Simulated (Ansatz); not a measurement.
Z-matrix (Å, degrees):
```
C
Si 1 1.893
O 1 1.417 2 109.2
H 1 1.100 2 108.6 3 122.2
H 1 1.100 2 108.5 3 -122.1
Si 2 2.349 1 109.7 3 -177.2
H 2 1.491 1 109.4 3 -57.4
H 2 1.489 1 110.2 3 61.7
H 3 0.961 1 108.7 2 -179.6
O 6 1.658 2 111.8 1 62.5
H 6 1.493 2 109.4 1 -173.9
H 6 1.486 2 111.1 1 -54.5
H 10 0.958 6 117.1 2 60.0
```

Charge 0, multiplicity 1.

**Question.** List the CAM-B3LYP/def2-TZVPP orbital energies in eV (the Gaussian-basis code of Ansatz). (Estimate.)

**Answer.** Computed: Occupied: -1801.31, -1800.60, -522.61, -522.59, -279.92, -145.82, -145.23, -101.18, -101.13, -101.13, -100.55, -100.55, -100.54, -30.17, -29.66, -20.85, -17.66, -16.28, -16.00, -14.30, -14.26, -12.57, -12.41, -11.98, -11.02, -10.59, -10.08, -9.62, -8.98. Lowest empty: 0.61, 1.30, 1.51, 2.14, 2.32, 2.65, 3.01, 3.37.
